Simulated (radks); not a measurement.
Values are calculated unless marked as measured or tabulated.
Removal energies from the sulfur ion S6+, [Ne], by Delta-SCF beside the eigenvalue of the level emptied. Level of theory: scalar-relativistic Kohn-Sham, r2SCAN, spin-polarised, spherical densities, finite nucleus; meta-GGA in the generalised Kohn-Sham scheme; Fermi nuclear charge, rms radius of each element as measured or else 0.836 A^(1/3) + 0.57 fm (a radial shooting solver on a logarithmic mesh with Libxc functionals). Open shells are filled with parallel spins first.

| removed from | final configuration | Delta-SCF (eV) | -eigenvalue (eV) |
|---|---|---|---|
| 2p | [He] 2s2 2p5 | 283.46 | 260.67 |
| 2s | [He] 2s1 2p6 | 338.59 | 317.62 |
| 1s | 1s1 2s2 2p6 | 2596.7 | 2526.0 |
